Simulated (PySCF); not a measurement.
# Field gradients at the hydrogen positions

C₉H₁₁P.
Cartesian coordinates in Å at the GFN2-xTB level; atoms count from 1:
```xyz
21
C9H11P angstrom
C      2.8858    1.2095   -0.0867
C      1.7743    0.2137    0.0555
C      1.9358   -0.9241    0.8369
C      0.9206   -1.8588    0.9426
C     -0.2730   -1.6682    0.2717
C     -0.4584   -0.5269   -0.4993
P     -2.0143   -0.2970   -1.4543
C     -3.1782   -0.0797   -0.0405
C     -2.6461    1.2109   -0.6016
C      0.5728    0.3960   -0.6145
H      3.5170    1.2159    0.7992
H      3.5091    0.9494   -0.9432
H      2.4937    2.2109   -0.2498
H      2.8667   -1.0801    1.3638
H      1.0627   -2.7414    1.5496
H     -1.0673   -2.3979    0.3485
H     -4.2178   -0.3126   -0.2298
H     -2.8384   -0.3799    0.9416
H     -3.3348    1.8295   -1.1619
H     -1.9513    1.7753    0.0056
H      0.4321    1.2725   -1.2338
```

Level: PBE0/pcSseg-1 (PySCF, non-relativistic); Q(2H) = 0.00286 b; rigid geometry, the same for H and D, with no vibrational averaging.

Problem. What are Vzz, η and χzz (234.96 MHz × Q × Vzz) at all hydrogens?

Solution. 
```csv
atom,bonded to,bond length (Å),Vzz (au),η,χzz (kHz)
H11,C1,1.088,0.3136,0.03,211
H12,C1,1.091,0.3092,0.01,208
H13,C1,1.088,0.3136,0.03,211
H14,C3,1.081,0.3256,0.07,219
H15,C4,1.081,0.3265,0.06,219
H16,C5,1.081,0.3240,0.07,218
H17,C8,1.082,0.3284,0.07,221
H18,C8,1.082,0.3280,0.06,220
H19,C9,1.082,0.3284,0.07,221
H20,C9,1.082,0.3284,0.06,221
H21,C10,1.082,0.3211,0.07,216
```

The structure is a single GFN2-xTB conformer in the gas phase; no vibrational or solvent corrections. GFN2-xTB bond lengths can be off by several hundredths of an ångström, more for odd bonds, and the gradients follow them. The basis is small and wasn't made for field gradients, so the couplings can be 20 % off.
